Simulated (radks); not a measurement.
Results of a calculation; reference values are marked as such.
All-electron atom: the ruthenium ion Ru6+ in [Kr] 4d2.

Code: a radial shooting solver on a logarithmic mesh with Libxc functionals. Model: Dirac Kohn-Sham, PBE, spin-unpolarised, spherical densities, point nucleus; open shells fill j = l - 1/2 first.

Energy parts (eV):
total: -123074.182
kinetic: 128095.249
electron-nucleus: -294291.608
Hartree: 46678.422
exchange-correlation: -3556.244

Orbitals (lengths in bohr, moments of r in powers of bohr):
| orbital | occ. | eigenvalue (eV) | <r^4> | <r> | <1/r> |
|---|---|---|---|---|---|
| 1s1/2 | 2 | -22017.79 | 5.909e-06 | 0.03344 | 45.88 |
| 2s1/2 | 2 | -3244.435 | 0.001074 | 0.1453 | 10.50 |
| 2p1/2 | 2 | -3004.807 | 0.0007078 | 0.1236 | 10.47 |
| 2p3/2 | 4 | -2873.896 | 0.0008013 | 0.1284 | 9.920 |
| 3s1/2 | 2 | -646.2422 | 0.05289 | 0.4021 | 3.629 |
| 3p1/2 | 2 | -553.3450 | 0.05365 | 0.3952 | 3.531 |
| 3p3/2 | 4 | -531.0758 | 0.05936 | 0.4058 | 3.397 |
| 3d3/2 | 4 | -366.8629 | 0.05766 | 0.3812 | 3.222 |
| 3d5/2 | 6 | -362.5152 | 0.05955 | 0.3847 | 3.187 |
| 4s1/2 | 2 | -162.4042 | 1.754 | 0.9857 | 1.397 |
| 4p1/2 | 2 | -133.5454 | 2.329 | 1.048 | 1.295 |
| 4p3/2 | 4 | -129.7230 | 2.541 | 1.071 | 1.259 |
| 4d3/2 | 2 | -84.4225 | 5.322 | 1.259 | 1.042 |
| 4d5/2 | 0 | -83.8732 | 5.451 | 1.267 | 1.034 |

The highest occupied level is 4d3/2 at -84.423 eV. For comparison, the ionisation energy in NIST's Atomic Spectra Database is 93 eV (theoretical). In exact Kohn-Sham theory the highest level is minus the ionisation energy, but local and semilocal functionals leave it too shallow, through self-interaction and a potential that decays too fast; potentials with the right tail come closer. The density falls to 0.001 e/bohr^3 at r = 2.65 bohr.

Beside tabulated values, note that spin-unpolarised runs miss the spin-polarisation part of the exchange energy of open shells.
